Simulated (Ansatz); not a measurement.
Ga₇ was relaxed with PBE-D4 (def2-SVP) in Ansatz in these states: charge +1 singlet, neutral doublet. The geometries follow in no particular order.

A:

| atom | x (Å) | y (Å) | z (Å) |
| --- | --- | --- | --- |
| Ga1 | -0.438 | -1.495 | 1.350 |
| Ga2 | 1.598 | 0.105 | 1.316 |
| Ga3 | 1.336 | -1.341 | -0.815 |
| Ga4 | 0.290 | 2.133 | 0.387 |
| Ga5 | -1.786 | 0.653 | 0.827 |
| Ga6 | -1.406 | -0.895 | -1.213 |
| Ga7 | 0.405 | 0.841 | -1.852 |

B:

```xyz
7

Ga    2.059   -0.296    1.000
Ga    1.309    0.867   -1.291
Ga    0.458   -1.490   -1.076
Ga   -1.025    1.682   -0.673
Ga   -0.084    1.182    1.638
Ga   -0.632   -1.250    1.289
Ga   -2.085   -0.695   -0.887
```

Question: Judge from the bond lengths which geometry belongs to which state (an estimate).

Answer: A is the charge +1 singlet (Ga3–Ga6 2.806 Å, Ga1–Ga5 2.590 Å, Ga1–Ga2 2.590 Å); B is the neutral doublet (Ga3–Ga6 2.616 Å, Ga1–Ga5 2.680 Å, Ga1–Ga2 2.676 Å).

These are the stationary points nearest to one start from a short search; other shapes may lie lower in each state.
